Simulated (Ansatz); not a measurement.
Cost and result up the ladder for SnBi2 (3 atoms). The state is a singlet with charge 0. Geometry: PBE0-D4/def2-SVP.

```xyz
3

Bi    0.814    1.429   -0.065
Bi    0.514   -1.158    1.051
Sn   -1.328   -0.271   -0.986
```

Ansatz on 4 threads of Arm Neoverse V2 on a shared host. Times are rough, and most runs start from the orbitals of an earlier one. ωB97X-V/def2-TZVP serves as the yardstick here, not as an exact answer. Differences are given only for rows in sets of like size (and for xTB, whose basis is part of the method), since another set adds its own error. Binding counts from free atoms at the same level (Bi quartet, Sn triplet; other spins of the atoms weren't run), without zero-point energy or a counterpoise term.

In the def2 sets Bi, Sn take a core potential; there is no spin–orbit coupling. Correlated methods freeze 12 core orbitals; core or outer-core shells of Bi, Sn are correlated, in sets that lack core-valence functions. The structure comes from a short search, and lower isomers may exist.

Correlated methods converge slowly with the basis.

```csv
level,functions,wall time,binding energy per atom (eV),difference from ωB97X-V/def2-TZVP (eV),remarks
PBE-D4/def2-SVP,78,0.65 s,1.94,–,–
LDA (SPW92)/def2-TZVP,150,0.75 s,2.46,0.70,–
PBE0-D4/def2-SVP,78,1.1 s,1.72,–,–
PBE-D4/def2-TZVP,150,1.2 s,1.98,0.22,–
PBE-D4/def2-TZVPD,168,1.9 s,1.99,0.23,–
PBE0-D4/def2-TZVP,150,2 s,1.77,0.01,–
MP2/def2-TZVP,150,2.6 s,1.77,0.01,restricted SCF unstable
PBE0-D4/def2-TZVPD,168,2.7 s,1.77,0.01,–
r2SCANh-D4/def2-TZVP,150,3 s,1.64,-0.12,–
r2SCAN-D4/def2-TZVP (with forces),150,3.4 s,1.69,-0.07,–
RPA@PBE/def2-TZVP,150,3.8 s,1.57,-0.19,–
ωB97X-V/def2-TZVP,150,5.5 s,1.76,0.00,–
B97M-V/def2-TZVP,150,6.5 s,1.90,0.14,–
CCSD(T)/def2-TZVPP,150,18 s,1.63,-0.13,restricted SCF unstable
```
